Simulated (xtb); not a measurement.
p-cresol (C7H8O), singlet, geometry from GFN2-xTB; xtb with GFN2-xTB.

xtb was given this input:
```
$ xtb mol.xyz --gfn 2 --ohess --json

# file mol.xyz
16

C     -2.83485466     0.11645217     0.39917449
C     -1.35119902     0.04253937     0.19543320
C     -0.48079655     0.69822704     1.05464705
C      0.88746555     0.65034956     0.85778854
C      1.41233797    -0.06087735    -0.21302987
O      2.75310773    -0.13806513    -0.44684273
C      0.54999479    -0.72197732    -1.08106165
C     -0.81332749    -0.66596930    -0.87292005
H     -3.32025483    -0.78818912     0.04028342
H     -3.07584159     0.25269851     1.45093519
H     -3.24713136     0.96147983    -0.15374877
H     -0.87489984     1.25504510     1.89283045
H      1.55226643     1.16616706     1.53910024
H      3.22889816     0.36194627     0.22698678
H      0.96800090    -1.27300046    -1.90846528
H     -1.47362327    -1.18409113    -1.55337055
```

Output, abridged:

```
   ID    Z sym.   atoms
    1    6 C      1-5, 7, 8
    2    8 O      6
    3    1 H      9-16

           -------------------------------------------------
          |                Calculation Setup                |
           -------------------------------------------------

           -------------------------------------------------
          |                 G F N 2 - x T B                 |
           -------------------------------------------------

          ...................................................
          :                      SETUP                      :
          :.................................................:
          :  # basis functions                  40          :
          :  # atomic orbitals                  40          :
          :  # shells                           24          :
          :  # electrons                        42          :
          :  max. iterations                   250          :
          :  Hamiltonian                  GFN2-xTB          :
          :  restarted?                      false          :
          :  GBSA solvation                  false          :
          :  PC potential                    false          :
          :  electronic temp.          300.0000000     K    :
          :  accuracy                    1.0000000          :
          :  -> integral cutoff          0.2500000E+02      :
          :  -> integral neglect         0.1000000E-07      :
          :  -> SCF convergence          0.1000000E-05 Eh   :
          :  -> wf. convergence          0.1000000E-03 e    :
          :  Broyden damping             0.4000000          :
          :  net charge                          0          :
          :  unpaired electrons                  0          :
          ...................................................

 iter      E             dE          RMSdq      gap      omega  full diag
   1    -23.4793366 -0.234793E+02  0.372E+00    4.06       0.0  T
   2    -23.4944501 -0.151135E-01  0.221E+00    4.23       1.0  T
   3    -23.4922403  0.220981E-02  0.801E-01    4.07       1.0  T
   4    -23.4965970 -0.435675E-02  0.240E-01    4.21       1.0  T
   5    -23.4968369 -0.239903E-03  0.746E-02    4.22       1.0  T
   6    -23.4968628 -0.258487E-04  0.398E-02    4.20       1.0  T
   7    -23.4968680 -0.516609E-05  0.108E-02    4.20       2.3  T
   8    -23.4968681 -0.172796E-06  0.269E-03    4.20       9.3  T
   9    -23.4968681 -0.115580E-07  0.112E-03    4.20      22.3  T
[...]
         :: total energy             -23.124364062823 Eh    ::
 * total energy  :   -23.1243641 Eh     change       -0.3750600E-10 Eh
   *** GEOMETRY OPTIMIZATION CONVERGED AFTER 1 ITERATIONS ***
         :: total energy             -23.124364062861 Eh    ::
[...]
          :  rotor cutoff                   50.0000000 cm⁻¹ :
          :  imag. cutoff                  -20.0000000 cm⁻¹ :
          :.................................................:

    mode    ω/cm⁻¹     T·S(HO)/kcal·mol⁻¹    T·S(FR)/kcal·mol⁻¹   T·S(vib)
   ------------------------------------------------------------------------
       1     15.08    -2.14524 (  0.82%)    -1.41052 ( 99.18%)    -1.41655
       2    135.12    -0.85623 ( 98.16%)    -0.76191 (  1.84%)    -0.85450
   ------------------------------------------------------------------------

   temp. (K)  partition function   enthalpy   heat capacity  entropy
                                   cal/mol     cal/K/mol   cal/K/mol   J/K/mol
 298.15  VIB   125.                 2973.532     21.543     17.119
         ROT  0.280E+06              888.752      2.981     27.904
         INT  0.349E+08             3862.285     24.524     45.023
         TR   0.109E+28             1481.254      4.968     39.933
         TOT                        5343.5385    29.4925    84.9557   355.4548

       T/K    H(0)-H(T)+PV         H(T)/Eh          T*S/Eh         G(T)/Eh
   ------------------------------------------------------------------------
    298.15    0.851547E-02    0.136979E+00    0.403652E-01    0.966136E-01
   ------------------------------------------------------------------------

         :::::::::::::::::::::::::::::::::::::::::::::::::::::
         ::                  THERMODYNAMIC                  ::
         :::::::::::::::::::::::::::::::::::::::::::::::::::::
         :: total free energy         -23.027750472910 Eh   ::
         ::.................................................::
         :: total energy              -23.124364062861 Eh   ::
         :: zero point energy           0.128463329194 Eh   ::
         :: G(RRHO) w/o ZPVE           -0.031849739244 Eh   ::
         :: G(RRHO) contrib.            0.096613589951 Eh   ::
         :::::::::::::::::::::::::::::::::::::::::::::::::::::

optimized geometry written to: xtbopt.xyz

           -------------------------------------------------
          | TOTAL ENERGY              -23.124364062861 Eh   |
          | TOTAL ENTHALPY            -22.987385262975 Eh   |
          | TOTAL FREE ENERGY         -23.027750472910 Eh   |
          | GRADIENT NORM               0.000093226561 Eh/α |
          | HOMO-LUMO GAP               4.200485380390 eV   |
           -------------------------------------------------

normal termination of xtb
```
